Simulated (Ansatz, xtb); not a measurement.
## Two isomers of C5H5NSSe

We compare X, `[H]/N=C\c1ccc([SeH])s1`, a singlet, with Y, `CC(=S)c1cnc[se]1`, a singlet. Both are isolated molecules in the gas phase, relaxed with B3LYP-D3(BJ)/def2-SVP; the shapes shown needn't be the lowest conformers.

X (Å):

```xyz
13

C    -1.4207    0.3424    2.2261
C    -1.1634    1.2928    1.1442
C    -1.4602    2.6427    1.1464
C    -1.1155    3.2981   -0.0666
C    -0.5530    2.4430   -0.9904
N    -1.1875   -0.9107    2.2715
S    -0.4231    0.8245   -0.3669
Se    0.1458    2.9193   -2.7004
H    -0.7591   -1.2385    1.3946
H    -1.8822    0.8073    3.1148
H    -1.9268    3.1381    1.9997
H    -1.2807    4.3568   -0.2674
H    -0.8739    2.1856   -3.4825
```

Y (Å):

```xyz
13

C     0.7098    3.1952    1.7442
C     1.3500    2.5908    0.5178
C     0.8049    1.3300    0.0547
C    -0.2382    0.5911    0.5881
C     0.1590   -0.8342   -1.0631
N    -0.5814   -0.5784   -0.0224
S     2.6048    3.3291   -0.2538
Se    1.4866    0.4378   -1.4608
H     1.1998    4.1406    2.0034
H    -0.3631    3.3804    1.5685
H     0.7836    2.5031    2.5997
H    -0.7988    0.8994    1.4733
H     0.0281   -1.7299   -1.6775
```

Quicker runs give these differences E(Y) − E(X): GFN2-xTB −0.635 eV; HF/STO-3G +0.088 eV (at GFN2-xTB geometries); r2SCAN-D4/def2-SVP −0.329 eV (at GFN2-xTB geometries).

Which of the two would you expect CCSD(T)/def2-SVP + ΔMP2/def2-TZVPP electronic energies to favour?

Structure Y; the calculation gives E(Y) − E(X) = −0.157 eV.

Level by level:

```csv
level,geometry,E(Y) − E(X) (eV),departure from the last row (eV),"job, with rough time for the two"
GFN2-xTB,GFN2-xTB,−0.635,−0.479,"optimisation, 0.27 s"
HF/STO-3G,GFN2-xTB,+0.088,+0.245,"single point, 0.7 s"
r2SCAN-D4/def2-SVP,GFN2-xTB,−0.329,−0.172,"single point, 4.7 s"
B3LYP-D3(BJ)/def2-SVP,B3LYP-D3(BJ)/def2-SVP,−0.263,−0.106,"optimisation, 96 s"
HF/def2-SVP,B3LYP-D3(BJ)/def2-SVP,−0.042,+0.115,part of the CCSD(T) run
MP2/def2-SVP,B3LYP-D3(BJ)/def2-SVP,−0.201,−0.044,part of the CCSD(T) run
CCSD(T)/def2-SVP,B3LYP-D3(BJ)/def2-SVP,−0.208,−0.051,single point
CCSD(T)/def2-SVP + ΔMP2/def2-TZVPP,B3LYP-D3(BJ)/def2-SVP,−0.157,,"single point, 2.1 min"
```

As drawn, Y has 1 C–C, 1 C=S, 2 C∷N, 2 C∷Se, 2 C–H in place of 1 N–H, 1 C=N, 2 C∷C, 1 C–Se, 2 C∷S, 1 Se–H (∷ is an aromatic bond).

HF/STO-3G puts the two in the other order. The largest departure from CCSD(T)/def2-SVP + ΔMP2/def2-TZVPP is that of GFN2-xTB, 0.479 eV. The last row adds to CCSD(T) the change of the MP2 difference between the two basis sets, here +0.051 eV.

With thermal terms from frequencies at re-optimised GFN2-xTB minima (ideal gas, soft modes damped towards free rotors, one conformer each, 298.15 K, 1 atm): on the last row, ΔE + ΔZPE = −0.058, ΔH = −0.068, ΔG = −0.046 eV.

The correlated steps freeze 20 core orbitals; the filled d shell of Se is correlated, in a basis made for valence electrons. Programs: Ansatz 0.2.0, xtb 6.7.1; the last row on 4 threads of Arm Neoverse V2 on a shared host.
